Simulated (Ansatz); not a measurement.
F2Sr (SMILES [F][Sr][F]) moved off its minimum; all values from Ansatz (an electronic-structure program), cores frozen in correlated methods. Elements past Kr take the def2 small-core potentials, without spin–orbit coupling.
(charge 0, multiplicity 1)
```xyz
3

Sr     0.2666     0.0442    -0.0645
F     -0.9513     1.4502    -1.2158
F     -0.1983    -1.5345     1.4129
```

Problem. Give the forces (eV/Å), the total energy and the dipole at CCSD(T)/def2-TZVPPD.

Solution. 
```tsv
atom	Fx	Fy	Fz
Sr1	-0.284	-0.185	0.197
F2	0.145	-0.093	0.069
F3	0.139	0.278	-0.266
```
Energy -230.0372 hartree, dipole 6.25 D.
